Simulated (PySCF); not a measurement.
# EPR parameters of C3H10NOSi

C3H10NOSi (doublet state).
Atom-mapped SMILES: `[CH2:1][CH2:2][O:3][CH2:4][SiH2:5][NH2:6]` (hydrogens: H7, H8 on C1; H9, H10 on C2; H11, H12 on C4; H13, H14 on Si5; H15, H16 on N6)

Structure used (GFN2-xTB), in Å, numbered top down from 1:
```xyz
16
C3H10NOSi angstrom
C      2.6713   -0.5629    0.0490
C      1.8171    0.6354    0.1054
O      0.4613    0.3994   -0.1944
C     -0.2244   -0.3243    0.8129
Si    -1.9878   -0.6172    0.1614
N     -2.6240    0.9600   -0.0878
H      2.3622   -1.4147   -0.5232
H      3.6515   -0.5425    0.4810
H      1.9080    1.1247    1.0945
H      2.1403    1.3816   -0.6444
H      0.2905   -1.2702    1.0180
H     -0.2179    0.2499    1.7495
H     -1.8986   -1.4887   -1.0197
H     -2.8125   -1.2495    1.1950
H     -1.9994    1.6579   -0.4620
H     -3.5453    1.0702   -0.4792
```

The hyperfine couplings belong to this conformer and change with its torsions.

Level of theory: UKS B3LYP, pcH-1 on C H N O Si, non-relativistic, mean-field spin-orbit, GIAO in PySCF 2.14.0. Isolated species at its GFN2-xTB geometry (one conformer only). A GFN2-xTB geometry isn't a minimum of the functional, and hyperfine couplings can be far from their values at a DFT geometry. The SCF solution wasn't tested for stability.

```
g1, g2, g3                      : 2.00222, 2.00276, 2.00299
g_iso                           : 2.00266
Form of g                       : rhombic: the two nearest values differ by 30 % of g3 − g1
⟨S²⟩                            : 0.7536 (exact 0.7500)
α and β electrons               : 29, 28
HOMO–LUMO gap, α and β orbitals : 6.64, 5.09 eV
Total energy                    : -539.78343 Eh
```

Isotropic coupling and dipolar principal values T1 to T3, in mT (MHz turned into mT with g_iso):

```json
{"atom": "C1", "isotope": "13C", "a_iso": "3.22", "of which spin–orbit": "0.00", "T1": "-2.91", "T2": "-2.89", "T3": "5.79", "Mulliken spin population": "1.07"}
{"atom": "C2", "isotope": "13C", "a_iso": "-1.29", "of which spin–orbit": "0.00", "T1": "-0.10", "T2": "-0.01", "T3": "0.12", "Mulliken spin population": "-0.08"}
{"atom": "O3", "isotope": "17O", "a_iso": "-0.41", "of which spin–orbit": "0.00", "T1": "-0.08", "T2": "0.03", "T3": "0.05", "Mulliken spin population": "0.00"}
{"atom": "C4", "isotope": "13C", "a_iso": "0.00", "of which spin–orbit": "0.00", "T1": "-0.06", "T2": "-0.01", "T3": "0.07", "Mulliken spin population": "0.01"}
{"atom": "Si5", "isotope": "29Si", "a_iso": "0.01", "of which spin–orbit": "0.00", "T1": "-0.01", "T2": "0.00", "T3": "0.01", "Mulliken spin population": "0.00"}
{"atom": "N6", "isotope": "14N", "a_iso": "0.01", "of which spin–orbit": "0.00", "T1": "0.00", "T2": "0.00", "T3": "0.00", "Mulliken spin population": "0.00"}
{"atom": "H7", "isotope": "1H", "a_iso": "-2.20", "of which spin–orbit": "0.00", "T1": "-1.41", "T2": "-0.01", "T3": "1.41", "Mulliken spin population": "-0.04"}
{"atom": "H8", "isotope": "1H", "a_iso": "-2.25", "of which spin–orbit": "0.00", "T1": "-1.40", "T2": "-0.02", "T3": "1.42", "Mulliken spin population": "-0.04"}
{"atom": "H9", "isotope": "1H", "a_iso": "2.61", "of which spin–orbit": "0.00", "T1": "-0.19", "T2": "-0.16", "T3": "0.36", "Mulliken spin population": "0.03"}
{"atom": "H10", "isotope": "1H", "a_iso": "5.53", "of which spin–orbit": "0.00", "T1": "-0.23", "T2": "-0.07", "T3": "0.31", "Mulliken spin population": "0.06"}
{"atom": "H11", "isotope": "1H", "a_iso": "0.06", "of which spin–orbit": "0.00", "T1": "-0.19", "T2": "-0.12", "T3": "0.31", "Mulliken spin population": "0.00"}
{"atom": "H12", "isotope": "1H", "a_iso": "-0.01", "of which spin–orbit": "0.00", "T1": "-0.07", "T2": "-0.05", "T3": "0.12", "Mulliken spin population": "0.00"}
{"atom": "H13", "isotope": "1H", "a_iso": "0.00", "of which spin–orbit": "0.00", "T1": "-0.02", "T2": "-0.02", "T3": "0.05", "Mulliken spin population": "0.00"}
{"atom": "H14", "isotope": "1H", "a_iso": "0.01", "of which spin–orbit": "0.00", "T1": "-0.02", "T2": "-0.02", "T3": "0.03", "Mulliken spin population": "0.00"}
{"atom": "H15", "isotope": "1H", "a_iso": "0.00", "of which spin–orbit": "0.00", "T1": "-0.02", "T2": "-0.02", "T3": "0.04", "Mulliken spin population": "0.00"}
{"atom": "H16", "isotope": "1H", "a_iso": "0.01", "of which spin–orbit": "0.00", "T1": "-0.01", "T2": "-0.01", "T3": "0.02", "Mulliken spin population": "0.00"}
```

The largest Mulliken spin populations are on C1 (+1.07), C2 (-0.08) and H10 (+0.06). No atom but C1 exceeds +0.15. The positive populations add up to 1.17 and the negative ones to -0.17, together 2S = 1. The angles at C1 add up to 359.6°, so it is planar; its axial dipolar tensor and the negative couplings of its protons fit spin in a p orbital normal to that plane.

Axes: g2 points within 4° of the C1–C2 bond.

Under fast tumbling the dipolar parts average out, and these isotropic splittings remain: 2 × 1H (H9/H10, I = 1/2, 3 lines) with 4.07 mT and 2 × 1H (H7/H8, I = 1/2, 3 lines) with 2.22 mT.

Nuclei that the bonding pattern makes equivalent are averaged, as if the motion that swaps them (rotation, inversion, ring flip) were fast. The 1H value of +114.0 MHz is a mean of couplings from 73.1 to 154.9 MHz in this one geometry, not an average over conformers.

The 17O coupling of O3 (-11.6 MHz) shows only in satellite lines or after enrichment, since that isotope makes up about 0.038 % of natural oxygen.

The 13C coupling of C1 (90.2 MHz) shows only in satellite lines or after enrichment, since that isotope makes up about 1.07 % of natural carbon.

β density exceeds α density at some nuclei, such as C2 (-0.0322) and H7/H8 (-0.0139), spin density in bohr⁻³. In a single determinant that takes different orbitals for the two spins, that is spin polarisation.

Time: 82 s of wall time (grids of density and orbitals included); peak memory 1.0 GiB. Hardware: Arm Neoverse V2, one thread, no GPU, shared host with 32 logical CPUs at a one-minute load of 28.
